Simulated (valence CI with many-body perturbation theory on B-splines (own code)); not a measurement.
Questions on Ba XVII

Calculated by relativistic CI+MBPT: four valence electrons over a frozen Dirac-Fock core [Kr], radial functions for each j: 7 s, 7 p, 8 d, 6 f, 4 g, 1 h, with the one-electron correlation potential Σ1, the two-electron term Σ2, the three-electron term Σ3, Breit, model QED; selected CI, second order for the rest, scaled by the run's own slope (own B-spline code, finite nucleus).

No measured levels were compared; by estimate terms of the open shell hold to 2 to 4 % of their energy, and close levels can change places. Excitations out of the core, of the other parity, are not computed and may begin above about 69.7 eV (a cautious bound); beyond it only levels of the ground parity were kept, without lifetimes.

Names give the largest LS component (configuration and term), which can be under half, so a name can repeat, a term be missing and a line seem to break the LS rules; names also repeat where a configuration has a term twice.

Rates and lifetimes use the calculated energies. Strong lines usually hold to 10 to 20 %, long lifetimes can be off by a factor of two.

(1) What is the ground level?

(2) What is the ionisation energy?

(3) How well does LS coupling describe the low levels?

Results:

(1) 4d4 5D_0, composition 61 % 4d4 5D + 35 % 4d4 3P + 4 % 4d4 1S.

(2) 423.54 eV; NIST lists 422 ± 3 eV (theoretical).

(3) Among the lowest 20 levels the leading LS term, summed over configurations, holds 63 % on average. For single configurations the figures are 63 % in LS and 70 % in jj coupling. Terms mix most in the J = 2 level at 90549 cm⁻¹, where the leading one holds 38 %.
